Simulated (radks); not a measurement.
Species: Tl65+. Configuration: [Ne] 3s2 3p4. All-electron calculation, Dirac Kohn-Sham, PBE, spin-unpolarised, spherical densities, finite nucleus; open shells fill j = l - 1/2 first; Fermi nuclear charge, rms radius 5.4759 fm. Program: a radial shooting solver on a logarithmic mesh with Libxc functionals.

Spin-orbit splittings of the eigenvalues, e(l+1/2) - e(l-1/2), with zeta = 2 splitting/(2l+1) and mean radii in bohr:

shell  occ.  splitting (eV)  zeta (eV)  <r> j=l-1/2  <r> j=l+1/2
2p        6            2108       1405      0.05531      0.06382
3p        4           557.8      371.9       0.1543       0.1672
